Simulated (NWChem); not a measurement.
System meant: CH$_{7}$GaN$_{2}$; SMILES [NH2][Ga]([NH2])[CH3]

Here is an NWChem input.

```
start job
memory heap 200 mb stack 900 mb global 1100 mb
geometry units angstroms noautosym nocenter noautoz
  Ga    -0.000349     0.001381     0.011823
  C      0.004523     1.971208    -0.027440
  H     -0.047721     2.379948     1.001914
  H     -0.866960     2.357122    -0.592060
  H      0.928653     2.355888    -0.501729
  N     -1.552718    -0.974782    -0.046182
  H     -2.472163    -0.550390     0.079861
  H     -1.591961    -1.984407     0.099722
  N      1.547527    -0.981967    -0.046358
  H      1.582114    -1.991634     0.100625
  H      2.468213    -0.561294     0.083334
end
basis spherical
  Ga library 6-31g*
  C library 6-31g*
  H library 6-31g*
  N library 6-31g*
end
dft
  xc m06-l
  iterations 150
end
property
  shielding
end
task dft property
```

End of the output:

```
 Vector   32  Occ=0.000000D+00  E= 6.546817D-02
              MO Center= -1.3D-02, -1.0D-01,  8.9D-02, r^2= 8.4D+00
   Bfn.  Coefficient  Atom+Function         Bfn.  Coefficient  Atom+Function
  ----- ------------  ---------------      ----- ------------  ---------------
    15      1.126287   1 Ga px               58      0.634654   6 N  s
    76     -0.631233   9 N  s                52     -0.233668   5 H  s
    70     -0.224462   8 H  s                86      0.221259  10 H  s
    50      0.218464   4 H  s                54      0.126113   6 N  s
    72     -0.125966   9 N  s                11      0.121219   1 Ga px

 center of mass
 --------------
 x =  -0.00068906 y =  -0.02655513 z =  -0.00873973

 moments of inertia (a.u.)
 ------------------
         359.365812851992          -0.127467060633          -0.021031615351
          -0.127467060633         314.358021996347           0.268180773232
          -0.021031615351           0.268180773232         661.378893630794

     Multipole analysis of the density
     ---------------------------------

     L   x y z        total         alpha         beta         nuclear
     -   - - -        -----         -----         ----         -------
     0   0 0 0     -0.000000    -29.000000    -29.000000     58.000000

     1   1 0 0     -0.002370      0.017564      0.017564     -0.037498
     1   0 1 0     -0.110214     -0.223339     -0.223339      0.336464
     1   0 0 1      0.366098      0.347682      0.347682     -0.329266

     2   2 0 0    -23.021712   -105.247582   -105.247582    187.473451
     2   1 1 0     -0.007707     -0.048729     -0.048729      0.089752
     2   1 0 1      0.012514     -0.006510     -0.006510      0.025534
     2   0 2 0    -24.223935   -122.829390   -122.829390    221.434845
     2   0 1 1     -0.937823      0.195942      0.195942     -1.329708
     2   0 0 2    -28.016600    -17.004985    -17.004985      5.993370

          -----------------------------------------
          Chemical Shielding Tensors (GIAO, in ppm)
          -----------------------------------------

 ------------------------------------------------------------------------
  xm06: d2 not coded                    0
 ------------------------------------------------------------------------
 ------------------------------------------------------------------------
  current input line :
    29: task dft property
 ------------------------------------------------------------------------
 ------------------------------------------------------------------------
 This error has not yet been assigned to a category
 ------------------------------------------------------------------------
 For more information see the NWChem manual at https://nwchemgit.github.io

0: xm06: d2 not coded:Received an Error in Communication
```

### Question
Find the fault in this run and fix the input.

### Answer
The program stopped with an error. Cause: this functional's second derivatives, which shieldings need, aren't coded here; the fix takes a hybrid GGA instead. This input runs:
```
start job
memory heap 200 mb stack 900 mb global 1100 mb
geometry units angstroms noautosym nocenter noautoz
  Ga    -0.000349     0.001381     0.011823
  C      0.004523     1.971208    -0.027440
  H     -0.047721     2.379948     1.001914
  H     -0.866960     2.357122    -0.592060
  H      0.928653     2.355888    -0.501729
  N     -1.552718    -0.974782    -0.046182
  H     -2.472163    -0.550390     0.079861
  H     -1.591961    -1.984407     0.099722
  N      1.547527    -0.981967    -0.046358
  H      1.582114    -1.991634     0.100625
  H      2.468213    -0.561294     0.083334
end
basis spherical
  Ga library 6-31g*
  C library 6-31g*
  H library 6-31g*
  N library 6-31g*
end
dft
  xc pbe0
  iterations 150
end
property
  shielding
end
task dft property
```
It converges to -2075.99125 Ha (PBE0/6-31G* (spherical d), GIAO).
